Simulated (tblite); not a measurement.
C6H9O2 (doublet state).
Numbering: `[CH2:1][C:2](=[C:3]=[O:4])[O:5][CH:6]([CH3:7])[CH3:8]` (hydrogens: H9, H10 on C1; H11 on C6; H12, H13, H14 on C7; H15, H16, H17 on C8)

Structure optimised with GFN2-xTB, isolated species. This method treats the open shell by occupation alone, without spin polarisation.

Q: What internal coordinates does the optimisation give?

A: 
```
                   bond  length (Å)
                  C1–C2       1.382
                  C2=C3       1.359
                  C3=O4       1.177
                  C2–O5       1.369
                  O5–C6       1.423
           C6–C7, C6–C8       1.526
                  C1–H9       1.071
                 C1–H10       1.071
                 C6–H11       1.105
C7–H12 and 5 like bonds       1.087
```

Bonds in one row agree within 0.01 Å and their mean is given. A selection of angles:
```
     angle  degrees
  C2–C1–H9    121.0
 C2–C1–H10    119.0
 H9–C1–H10    120.0
  C1–C2–C3    119.2
  C1–C2–O5    119.0
  C3–C2–O5    121.1
  C2–C3–O4    163.4
  C2–O5–C6    116.2
  O5–C6–C7    106.4
  O5–C6–C8    111.3
 O5–C6–H11    108.6
  C7–C6–C8    111.5
 C7–C6–H11    109.7
 C6–C7–H12    109.6
H12–C7–H13    108.5
 C6–C8–H15    110.8
```

Torsions: C1–C2–C3–O4 -67° (synclinal); C1–C2–O5–C6 172° (antiperiplanar); C2–O5–C6–C7 164° (antiperiplanar). The mirror-image conformer, all signs reversed, is as good.

The 3 C–O bonds span 1.177 Å (C3=O4, drawn double) to 1.423 Å (O5–C6, drawn single), a spread of 0.246 Å. The C–C distances run from 1.359 Å (C2=C3, drawn double in one of several resonance forms) to 1.528 Å (C6–C8, drawn single), a spread of 0.169 Å. C3 (carbon bonded to C and O) is bent (angle 163.4°). C1 (carbon bonded to C and 2 H) is planar (angles 121.0°, 120.0° and 119.0°, sum 360.0°, 0.01 Å off the plane of its three neighbours). C2 (carbon bonded to 2 C and O) is planar (angles 121.1°, 119.2° and 119.0°, sum 359.3°, 0.06 Å off the plane of its three neighbours). Of the pairs four or more bonds apart, C3···H11 is among the closest relative to their van der Waals radii: 2.38 Å, 82 % of the sum of Bondi's values.

Point group: C1 (no symmetry element, even within 0.4 Å). Its GFN2-xTB frequencies are all real (lowest 51 cm⁻¹). Torsions: H–C1–C2–C3 7° and -172°, C1–C2–O5–C6 172°, C2–O5–C6–C7 164°.

The numbers are calculated, not measured.
